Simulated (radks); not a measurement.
Question: All-electron atom: the caesium ion Cs3+ in [Kr] 4d10 5s2 5p4. Method: Dirac Kohn-Sham, LDA (Slater exchange, Perdew-Wang correlation), spin-unpolarised, spherical densities, point nucleus; open shells fill j = l - 1/2 first; computed with a radial shooting solver on a logarithmic mesh with Libxc functionals.

Spin-orbit splittings of the eigenvalues, e(l+1/2) - e(l-1/2), with zeta = 2 splitting/(2l+1) and mean radii in bohr:

| shell | occ. | splitting (eV) | zeta (eV) | <r> j=l-1/2 | <r> j=l+1/2 |
|---|---|---|---|---|---|
| 2p | 6 | 351.8 | 234.5 | 0.09407 | 0.09996 |
| 3p | 6 | 67.39 | 44.93 | 0.2890 | 0.3008 |
| 3d | 10 | 14.33 | 5.730 | 0.2715 | 0.2752 |
| 4p | 6 | 13.89 | 9.261 | 0.7202 | 0.7480 |
| 4d | 10 | 2.310 | 0.9241 | 0.8286 | 0.8389 |
| 4f | 0 | 0.1366 | 0.03904 | 1.545 | 1.559 |
| 5p | 4 | 2.030 | 1.353 | 1.867 | 1.937 |
| 5d | 0 | 0.2259 | 0.09037 | 2.593 | 2.618 |
| 6p | 0 | ? | ? | 4.111 | 4.231 |

Estimate the 6p splitting.

Answer: 0.4902 eV (zeta = 0.3268 eV).
